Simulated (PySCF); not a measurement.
A PySCF script (with the pyscf-properties extension) for the NMR shieldings of `C#CP(C)C(C)C`, C6H11P, on a GFN2-xTB geometry:

```python
import basis_set_exchange as bse
import numpy as np
from pyscf import gto, dft
from pyscf.prop import nmr

atoms = """
C    -0.229670    2.850168    1.368146
C     0.212872    1.771202    1.075015
P     0.911904    0.167779    0.806675
C     2.060643    0.668677   -0.565479
C    -0.513448   -0.510312   -0.224434
C    -1.729824   -0.697449    0.676553
C    -0.109974   -1.832472   -0.867622
H    -0.625291    3.800305    1.582663
H     2.793608    1.364413   -0.160013
H     1.522953    1.149182   -1.381879
H     2.589201   -0.207719   -0.936718
H    -0.752484    0.221753   -1.006897
H    -2.579256   -1.060826    0.099529
H    -2.007032    0.244866    1.146488
H    -1.512571   -1.421090    1.460814
H     0.189694   -2.548677   -0.103821
H     0.718705   -1.699643   -1.560525
H    -0.948788   -2.253841   -1.420152
"""
names = dict.fromkeys(["C", "P", "H"], "pcSseg-1")
basis = {el: gto.basis.parse(bse.get_basis(n, elements=[el], fmt="nwchem")) for el, n in names.items()}
mol = gto.M(atom=atoms, basis=basis, charge=0, verbose=0)
mf = dft.RKS(mol, xc="PBE0")
mf.grids.level = 2
mf.grids.alignment = dft.numint.BLKSIZE   # the property module wants whole blocks of grid points
mf.conv_tol = 1e-9
mf.kernel()

calc = nmr.RKS(mf)   # GIAO
C = mf.mo_coeff
Co = C[:, mf.mo_occ > 0]
resp = mf.gen_response(singlet=True, hermi=2)
def vind(x):   # induced exchange potential for any number of trial vectors
    d = np.einsum("pi,xij,qj->xpq", C, 2 * x.reshape(-1, C.shape[1], Co.shape[1]), Co, optimize=True)
    return np.einsum("xpq,pi,qj->xij", resp(d - d.transpose(0, 2, 1)), C, Co, optimize=True).ravel()
mo1, _ = nmr.rhf.solve_mo1(calc, with_cphf=vind)
sigma = calc.kernel(mo1)
for i, s in enumerate(sigma):   # ppm
    w = np.linalg.eigvalsh((s + s.T) / 2)
    print("%2d %-2s iso %8.1f  s11 %8.1f  s22 %8.1f  s33 %8.1f" % (i, mol.atom_pure_symbol(i), w.mean(), *w))
```

Problem. What does it print?

Solution. 
```
 0 C  iso     87.4  s11     10.4  s22     21.8  s33    230.0
 1 C  iso     93.9  s11    -11.6  s22     -4.0  s33    297.2
 2 P  iso    390.7  s11    346.0  s22    379.9  s33    446.1
 3 C  iso    170.3  s11    160.0  s22    163.9  s33    187.2
 4 C  iso    146.7  s11    132.6  s22    144.7  s33    162.8
 5 C  iso    164.1  s11    150.9  s22    155.2  s33    186.2
 6 C  iso    166.2  s11    155.2  s22    156.7  s33    186.8
 7 H  iso     29.4  s11     24.5  s22     24.6  s33     39.0
 8 H  iso     30.3  s11     25.8  s22     27.6  s33     37.4
 9 H  iso     30.3  s11     26.5  s22     28.6  s33     35.8
10 H  iso     30.5  s11     25.6  s22     28.5  s33     37.4
11 H  iso     29.9  s11     27.5  s22     28.6  s33     33.7
12 H  iso     30.5  s11     26.2  s22     27.6  s33     37.8
13 H  iso     29.8  s11     24.0  s22     30.1  s33     35.3
14 H  iso     30.9  s11     27.5  s22     28.5  s33     36.6
15 H  iso     30.9  s11     27.3  s22     28.7  s33     36.8
16 H  iso     30.5  s11     24.7  s22     30.2  s33     36.6
17 H  iso     30.5  s11     26.0  s22     27.7  s33     37.7
```

These numbers come from an equivalent density-fitted implementation of the same equations, which agrees with the script to about 0.01 ppm for H and up to a few tenths of a ppm for heavy atoms, so last digits may differ.

Size and cost of the density-fitted run: 181 basis functions, 28 s wall time on 1 thread of an Arm Neoverse V1, shared host; peak memory 0.87 GiB.
